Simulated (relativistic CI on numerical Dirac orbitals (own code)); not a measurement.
## Exchange splitting of the 5s photoelectron line of Pm4+

Problem. Pm4+ ([Xe] 4f3) has the spin S = 3/2. The exchange integral with a hole in 5s, calculated from Dirac-KLI orbitals and scaled by 0.8, is G^3(4f,5s) = 3.132 eV, with l = 3 the orbital momentum of the open shell. Find the splitting and the intensity ratio of the 5s line.

Working.
1. The electron left in 5s couples its spin to S, giving S + ½ = 2 and S − ½ = 1.
2. Van Vleck's theorem gives ΔE = (2S + 1) G^l/(2l + 1) = 4 × 3.132/7 = 1.79 eV, with the high-spin state at lower binding energy.
3. The intensities follow the multiplicities, (2S + 2) : 2S = (S + 1) : S = 1.67.

Check. The full multiplet calculation with spin-orbit coupling puts the centres of the two groups of its strongest lines 1.79 eV apart. Covalency lowers the measured splitting somewhat.
